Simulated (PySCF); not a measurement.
**A survey of ³³S NMR shifts**

Computed data (PySCF 2.14.0 with density-fitted response routines): GIAO PBE0/pcSseg-1 shieldings, GFN2-xTB structure. Averaged over atoms made equivalent by symmetry, fast rotation or ring inversion, one conformer, no solvent model, no relativistic terms.

Shieldings were converted by a linear fit to measured shifts: ³³S (scatter 33.3 ppm rms vs sulfate, solution or neat liquid). A few per cent of atoms miss by over 2 rms, more outside the fitted compound classes.

Q: Give the ³³S shifts of `C[C@]1(S(C)(=O)=O)CCC1=S`, `C[C@@H](CCC[SiH3])[S@](C)=O`, `[SiH3]S[C@@H]1C[C@@]12C[C@@H]2S`, `C[P@@H](=S)C(F)=C(F)F`, `CC(C)SC(C)(C)O[SiH3]`.

A: 
```csv
compound,environment,δ (ppm)
[CH3:1][C@:2]1([S:3]([CH3:4])(=[O:5])=[O:6])[CH2:7][CH2:8][C:9]1=[S:10],S10: thione sulfur,563
[CH3:1][C@:2]1([S:3]([CH3:4])(=[O:5])=[O:6])[CH2:7][CH2:8][C:9]1=[S:10],S3: sulfone sulfur,-18
C[C@@H](CCC[SiH3])[S@](C)=O,sulfoxide sulfur,-36
[SiH3:1][S:2][C@@H:3]1[CH2:4][C@@:5]12[CH2:6][C@@H:7]2[SH:8],S8: thiol sulfur,-375
[SiH3:1][S:2][C@@H:3]1[CH2:4][C@@:5]12[CH2:6][C@@H:7]2[SH:8],"S2: sulfur bonded to C, Si",-451
C[P@@H](=S)C(F)=C(F)F,sulfur bonded to P,-528
CC(C)SC(C)(C)O[SiH3],sulfide sulfur,-177
```

Q: Order these by ³³S shift, lowest first.
A. CC(C)(C)[C@H](S)C[SiH2]O
B. CS[Si@H](C)OC(C)(C)C
C. Oc1ccc(F)s1
D. CCC(C)(C)O[SiH2]SC
E. C[C@@H](CCC[SiH3])[S@@](C)=O

A: D (-512 ppm, sulfur bonded to C, Si), B (-472 ppm, sulfur bonded to C, Si), A (-362 ppm, thiol sulfur), C (-169 ppm, aromatic ring sulfur), E (-4 ppm, sulfoxide sulfur).
